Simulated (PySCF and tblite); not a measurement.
The numbers below are computed, except where a source is named.
Stationary points of C6H8N2O at PBE0-D3(BJ)/def2-SVP, in Å:

Structure A

```
 1 C    -2.532   -0.600    0.212
 2 C    -1.638    0.629    0.365
 3 C    -0.184    0.330    0.212
 4 C     0.710    0.563   -0.812
 5 C     1.929   -0.003   -0.362
 6 C     3.224   -0.042   -1.049
 7 O     3.424    0.428   -2.142
 8 N     1.796   -0.545    0.848
 9 N     0.532   -0.336    1.165
10 H    -2.396   -1.062   -0.777
11 H    -3.593   -0.329    0.322
12 H    -2.303   -1.365    0.969
13 H    -1.814    1.102    1.347
14 H    -1.906    1.385   -0.387
15 H     0.530    1.070   -1.757
16 H     4.028   -0.554   -0.463
17 H     0.188   -0.659    2.062
```

Structure B

```
 1 C    -2.605   -0.547   -0.003
 2 C    -1.697    0.587    0.468
 3 C    -0.247    0.248    0.353
 4 C     0.622    0.386   -0.729
 5 C     1.859   -0.076   -0.272
 6 C     3.154   -0.100   -0.970
 7 O     3.315    0.311   -2.091
 8 N     1.737   -0.572    0.975
 9 N     0.401   -0.367    1.368
10 H    -2.425   -0.787   -1.062
11 H    -3.664   -0.274    0.108
12 H    -2.422   -1.460    0.583
13 H    -1.912    0.824    1.522
14 H    -1.899    1.499   -0.115
15 H     0.405    0.769   -1.724
16 H     3.989   -0.536   -0.368
17 H     1.388    0.096    1.954
```

Structure C

```
 1 C    -2.620   -0.519   -0.114
 2 C    -1.778    0.615    0.463
 3 C    -0.310    0.346    0.394
 4 C     0.537    0.361   -0.734
 5 C     1.787    0.002   -0.247
 6 C     3.076   -0.155   -0.915
 7 O     3.257    0.019   -2.094
 8 N     1.616   -0.199    1.088
 9 N     0.375    0.000    1.489
10 H    -2.381   -0.696   -1.174
11 H    -3.694   -0.288   -0.045
12 H    -2.438   -1.458    0.430
13 H    -2.038    0.782    1.518
14 H    -1.998    1.553   -0.073
15 H     0.298    0.600   -1.767
16 H     3.917   -0.459   -0.237
17 H     2.322   -0.466    1.762
```

The path came from a restrained scan, a climbing-image band and a saddle search at GFN2-xTB; energies are BP86/pcSseg-1 + D3(BJ)//PBE0-D3(BJ)/def2-SVP, thermal terms GFN2-xTB.

Which structure is a saddle point, and along which motion?

B: one imaginary mode (1614i cm⁻¹ at GFN2-xTB, mostly on H17), along the shift of hydrogen on N9 from N9 to N8.

Give their symmetry and energies above the lowest.

A C1, 0.0 kcal/mol; B C1, 48.6 kcal/mol; C C1, 1.6 kcal/mol.

Tunnelling of the moving H, left out here, will speed the real process. In real samples such hydrogens mostly exchange between molecules or through solvent, far faster than by this path.
